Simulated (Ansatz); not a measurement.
A nudged elastic band was laid between two geometries of a periodic cell of 17 atoms, Al₁₆P (surface Al(110), adsorbate P).

Computed with DFT LDA, scalar-relativistic, plane waves, PAW (Ansatz 0.2.0). Settings: cutoff 420 eV, k mesh 2x3x1, fermi-dirac smearing 0.05 eV, no spin polarisation.

```json
{"movable images": "5", "climbing image": "yes", "spring": "5.0 eV/Å²", "optimiser": "lbfgs", "start path": "IDPP", "force threshold": "0.05 eV/Å", "iteration limit": "40", "end points": "relaxed", "atoms held": "1 to 4"}
```

Image 0:

```xyz
17
Lattice="8.1000 0.0000 0.0000 0.0000 5.7276 0.0000 0.0000 0.0000 15.2957" Properties=species:S:1:pos:R:3
Al 2.025 1.432 1.000
Al 6.075 1.432 1.000
Al 2.025 4.296 1.000
Al 6.075 4.296 1.000
Al 0.005 0.017 2.281
Al 4.045 0.017 2.279
Al 0.007 2.845 2.283
Al 4.043 2.845 2.281
Al 2.024 1.427 3.776
Al 6.076 1.430 3.572
Al 2.025 4.295 3.851
Al 6.074 4.292 3.524
Al -0.116 0.072 4.997
Al 4.166 0.074 4.996
Al -0.112 2.784 4.998
Al 4.161 2.782 4.996
P 6.067 4.287 5.872
```

Image 6:

Only the atoms that move by more than 0.05 Å are listed.
```
Al9 2.025 1.431 3.851
Al11 2.024 4.291 3.776
Al13 -0.112 -0.080 4.998
Al14 4.161 -0.082 4.996
Al15 -0.116 2.936 4.997
Al16 4.166 2.938 4.996
P17 6.067 7.151 5.872
```

(1) Which bonds break or form, and what moves?

(2) Give the energies along the band, and the barrier.

(3) What is the geometry of the highest image?

Results:

(1) Contacts lost: Al12–P17. Contacts made: Al10–P17. The atom that moves furthest is P17, by 2.86 Å.

(2) It converged. The highest image is number 3 of 0 to 6, 0.45 eV above the ends, which have the same energy within 2 meV. By the program's own check the climbing image is a first-order saddle point (lowest curvatures found: -0.29 and 0.34 eV/Å²). Limits of this set-up: coarse k mesh, thin slab, slab without dipole correction, odd electron count without spin.

```json
{"image": "0", "path coordinate (Å)": "0.00", "energy (eV)": "0.00", "Al12–P17 (Å)": "2.35", "Al10–P17 (Å)": "3.67"}
{"image": "1", "path coordinate (Å)": "0.59", "energy (eV)": "0.14", "Al12–P17 (Å)": "2.34", "Al10–P17 (Å)": "3.31"}
{"image": "2", "path coordinate (Å)": "1.17", "energy (eV)": "0.38", "Al12–P17 (Å)": "2.36", "Al10–P17 (Å)": "2.78"}
{"image": "3", "path coordinate (Å)": "1.74", "energy (eV)": "0.45", "Al12–P17 (Å)": "2.44", "Al10–P17 (Å)": "2.44"}
{"image": "4", "path coordinate (Å)": "2.31", "energy (eV)": "0.38", "Al12–P17 (Å)": "2.77", "Al10–P17 (Å)": "2.36"}
{"image": "5", "path coordinate (Å)": "2.89", "energy (eV)": "0.14", "Al12–P17 (Å)": "3.30", "Al10–P17 (Å)": "2.34"}
{"image": "6", "path coordinate (Å)": "3.47", "energy (eV)": "0.00", "Al12–P17 (Å)": "3.67", "Al10–P17 (Å)": "2.35"}
```

(3) 
```xyz
17
Lattice="8.1000 0.0000 0.0000 0.0000 5.7276 0.0000 0.0000 0.0000 15.2957" Properties=species:S:1:pos:R:3
Al 2.025 1.432 1.000
Al 6.075 1.432 1.000
Al 2.025 4.296 1.000
Al 6.075 4.296 1.000
Al -0.028 0.000 2.204
Al 4.079 0.000 2.204
Al -0.057 2.863 2.197
Al 4.109 2.863 2.198
Al 2.027 1.489 3.647
Al 6.077 1.501 3.714
Al 2.027 4.235 3.647
Al 6.077 4.223 3.714
Al 0.194 -0.002 4.887
Al 3.858 -0.002 4.887
Al 0.101 2.862 4.961
Al 3.952 2.862 4.961
P 6.077 5.725 5.640
```

Run time: 8.6 min on 1 thread of Intel(R) Xeon(R) Platinum 8488C (Sapphire Rapids), with other jobs on the host, peak memory 0.9 GiB.
